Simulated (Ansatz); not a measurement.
The input (input.yaml):

```yaml
crystal:
  periodic: [false, false, false]
  atoms:
    - { symbol: Mg, position_ang: [-0.014946, 0.529549, 0.216909] }
    - { symbol: Cl, position_ang: [0.01974, 2.616871, 1.215278] }
    - { symbol: C, position_ang: [0.474073, -1.476534, 0.056492] }
    - { symbol: H, position_ang: [-1.015274, 2.362602, -0.483477] }
    - { symbol: F, position_ang: [-1.17744, 1.595913, -1.078625] }
    - { symbol: H, position_ang: [0.101695, -2.062762, 0.905183] }
    - { symbol: H, position_ang: [1.558179, -1.636936, 0.018166] }
    - { symbol: H, position_ang: [0.054073, -1.928803, -0.849925] }
basis:
  gaussian: { orbitals: "6-31G*" }
hamiltonian:
  xc: r2scanh
md:
  timestep: 0.5
  n_steps: 200
  ensemble: nve
  temperature: 300.0
  initial_velocities: maxwell_boltzmann
  seed: 5817
```

Run as:

```bash
$ ansatz run input.yaml --threads 2 --pin off --max-ram 3072MiB --backend cpu --events-out ev --progress --plain --runs-dir out
```

Hardware: 2 threads of Intel(R) Xeon(R) Platinum 8488C (Sapphire Rapids), with other jobs on the host.

Q: Roughly how long does this run take, and how much memory?

A: 6.6 min, with a peak of 0.21 GiB, for 201 ionic steps.
